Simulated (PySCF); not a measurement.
**Chlorine: highly charged ions in a basis for the neutral atom**

Cl(14+) [He] 2s1, Cl(15+) 1s2. Calculation: PySCF 2.14, in def2-SVP (4s3p1d, 18 functions); no relativity, point nucleus. No spin-orbit coupling, so a gap to NIST mixes the basis error with missing relativistic terms.

Changed run: basis of the neutral atom used for a highly charged ion. This setting is unsound on purpose.

| species | method | sound run (hartree) | changed run (hartree) | converged |
| --- | --- | --- | --- | --- |
| Cl(14+) | UHF | not run | -307.57190 | yes |
| Cl(14+) | BP86 | not run | -307.63951 | yes |
| Cl(14+) | M06-2X | not run | -307.63722 | yes |
| Cl(15+) | UHF | not run | -278.37949 | yes |
| Cl(15+) | BP86 | not run | -278.42266 | yes |
| Cl(15+) | M06-2X | not run | -278.39624 | yes |

Ionisation energy of Cl(14+):

```
method  changed run (eV)  NIST (eV)
   UHF            794.37     809.20
  BP86            795.03     809.20
M06-2X            795.69     809.20
```

The contracted functions were made for the neutral atom and can be too rigid for a highly charged ion.
